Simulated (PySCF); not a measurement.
C₂H₄N₂OSi, SMILES O[Si@H]1C=NC=N1.

Coordinates come from a r2SCAN-D4/def2-SVP optimisation. The structure was generated by enumeration; whether it is a known compound was not checked. Other conformers were not sampled.

Method: PBE/def2-TZVP (PySCF).

Gas-phase values at a fixed geometry.

The total energy comes out as -552.52640 hartree and the highest occupied level is -6.01 eV. The lowest empty level is -3.56 eV, the orbital gap is 2.45 eV and the dipole moment comes out as 1.46 D. The quadrupole, principal values (traceless, Buckingham form, about the centre of nuclear charge) is -8.66, 0.95, 7.71 D·Å and the mean static polarisability comes out as 60.7 bohr³ (9.00 Å³). The polarisability, principal values comes out as 45.6, 61.5, 75.1 bohr³.
